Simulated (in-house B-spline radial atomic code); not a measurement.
A fraction x of an electron is added to 4d in neutral technetium, starting from [Kr] 4d5 5s2 and keeping the highest spin. Method: scalar-relativistic (X2C) LDA PW92, spin-polarised, spherical fractional occupations, Fermi nucleus of rms radius 4.41117 fm. Calculated with a B-spline radial code for spherical atoms.

| x | E(x) - E(0) (eV) | 4d down level (eV) |
| --- | --- | --- |
| 0 | 0.0000 | - |
| 0.1 | -0.4494 | -4.075 |
| 0.2 | ? | ? |
| 0.3 | -1.1018 | -2.466 |
| 0.4 | ? | ? |
| 0.5 | -1.4435 | -0.972 |
| 0.6 | -1.5055 | -0.274 |

Task: What belongs in the row x = 0.2?

Result: An energy change of -0.8158 eV; 4d down at -3.258 eV.

Task: What belongs in the row x = 0.4?

Result: An energy change of -1.3100 eV; 4d down at -1.704 eV.

Task: Up to what added charge does this functional bind the extra electron?

Result: The highest level rises by about 7 eV per electron near x = 0.6 and would reach zero near x = 0.64, so a whole extra electron isn't bound at the basis-set limit.
